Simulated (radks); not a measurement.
The numbers below are computed, except where a source is named.
Q: The mean radii <r> (bohr) of the occupied orbitals of an atom or ion are listed with their occupations. Level of theory: non-relativistic Kohn-Sham, RPBE, spin-polarised, spherical densities, point nucleus (a radial shooting solver on a logarithmic mesh with Libxc functionals).

orbital  occ.      <r>
1s down     1  0.06703
1s up       1  0.06703
2s up       1   0.3110
2s down     1   0.3106
2p up       3   0.2752
2p down     3   0.2748
3s up       1   0.9559
3s down     1   0.9570
3p up       3    1.017
3p down     3    1.020
3d up       3    1.299

Name the element and its charge. Open shells, if any, are filled with parallel spins first.

A: Z = 23, vanadium, charge +2: V2+ in [Ar] 3d3. The 1s radius gives Z: for a bare nucleus <r> = 1.5/Z, 0.06522 bohr for Z = 23, and screening makes it slightly larger (0.06703 here). The occupations add up to 21, and the charge is Z minus that.
